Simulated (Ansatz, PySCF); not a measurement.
Species: GeCl (charge 0, doublet). 
Structure (B3LYP-D3(BJ)/def2-TZVP (Ansatz, an electronic-structure program) minimum search):
```xyz
2

Ge     0.0000     0.0000    -0.7621
Cl     0.0000     0.0000     1.4345
```
Charge 0, spin multiplicity 2.

Total electronic energies in hartree. Cores are frozen in the correlated levels unless marked. UHF or UKS for open shells. Spin-orbit coupling is left out. The frozen core is the preceding noble-gas configuration, with the filled d and f shells of earlier blocks. Non-relativistic. CBS(X,Y): correlation extrapolated as X^-3; Hartree-Fock from the larger set. The bracket is a focal-point correction in the basis named.

```
level                                                            program  energy (Eh)
--------------------------------------------------------  --------------  -----------
RI-HF/def2-TZVPPD                                                 Ansatz  -2534.89975
PBE-D4/def2-TZVPD                                         Ansatz + dftd4  -2536.72188
BLYP-D4/def2-TZVPD                                        Ansatz + dftd4  -2537.28888
TPSS-D4/def2-TZVPD                                         PySCF + dftd4  -2537.21173
B3LYP/def2-TZVPD                                                  Ansatz  -2537.28296
PBE0/def2-SVP                                                     Ansatz  -2536.38322
PBE0/def2-TZVP                                                    Ansatz  -2536.80472
BHLYP/def2-TZVPD                                                  Ansatz  -2537.20306
MN15/def2-TZVPD                                                    PySCF  -2537.43181
LC-wPBE/def2-TZVPD                                                Ansatz  -2536.80644
B2PLYP-D4/def2-TZVPD                                      Ansatz + dftd4  -2536.68034
PBE-QIDH/def2-TZVPD                                               Ansatz  -2536.33646
MP2/STO-3G                                                        Ansatz  -2506.34452
MP2/def2-SVPD                                                     Ansatz  -2534.68559
SCS-MP2/STO-3G                                                    Ansatz  -2506.34676
CCSD/6-31G                                                        Ansatz  -2534.59430
CCSD/def2-QZVPPD                                                  Ansatz  -2535.26038
CCSD/CBS(def2-TZVPP,def2-QZVPP)                                   Ansatz   -2535.2766
CCSD(T)/def2-QZVPP                                                Ansatz  -2535.27496
CCSD(T)/def2-QZVPPD                                               Ansatz  -2535.27539
CCSDT/def2-SVP                                                    Ansatz  -2534.69243
RI-MP2/CBS(def2-TZVPP,def2-QZVPP)+[CCSD(T)-MP2]/def2-SVP          Ansatz   -2535.2839
CCSD(T)/CBS(def2-TZVPPD,def2-QZVPPD)                              Ansatz   -2535.2925
```

Totals of different functionals don't rank their quality; only differences between species are comparable.
